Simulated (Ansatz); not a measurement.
Relaxation of ClFH4OSi (8 atoms, charge 0, multiplicity 1), to a largest force component of 0.03 eV/Å in at most 50 steps.

Computed with Ansatz, RKS PBE-D4/def2-SVP.

```xyz
8
Properties=species:S:1:pos:R:3
Si -1.011 0.238 -0.469
F -0.188 -1.092 -1.031
H -2.146 0.449 -1.423
H -1.456 0.030 0.936
Cl 0.231 1.894 -0.635
H 1.373 -1.173 0.490
O 1.391 -0.572 1.256
H 1.806 0.226 0.876
```

Question: Where does it end, and by what steps?

Answer: The run converged. After 6 steps the energy has fallen by 0.015 eV; O7 moved furthest, 0.14 Å.

```json
{"step": "0", "energy less start (eV)": "0.0000", "largest force component (eV/Å)": "0.445", "accepted": "yes"}
{"step": "1", "energy less start (eV)": "0.0145", "largest force component (eV/Å)": "0.920", "accepted": "no"}
{"step": "2", "energy less start (eV)": "-0.0091", "largest force component (eV/Å)": "0.312", "accepted": "yes"}
{"step": "3", "energy less start (eV)": "-0.0115", "largest force component (eV/Å)": "0.239", "accepted": "yes"}
{"step": "4", "energy less start (eV)": "-0.0119", "largest force component (eV/Å)": "0.267", "accepted": "yes"}
{"step": "5", "energy less start (eV)": "-0.0145", "largest force component (eV/Å)": "0.032", "accepted": "yes"}
{"step": "6", "energy less start (eV)": "-0.0147", "largest force component (eV/Å)": "0.008", "accepted": "yes"}
```

```xyz
8
Properties=species:S:1:pos:R:3
Si -0.965 0.215 -0.444
F -0.192 -1.104 -1.047
H -2.107 0.456 -1.381
H -1.419 0.010 0.957
Cl 0.266 1.883 -0.636
H 1.394 -1.180 0.485
O 1.271 -0.529 1.203
H 1.752 0.250 0.863
```

Run time: 11 s on 2 threads of Arm Neoverse V1, with other jobs on the host, peak memory 0.14 GiB.
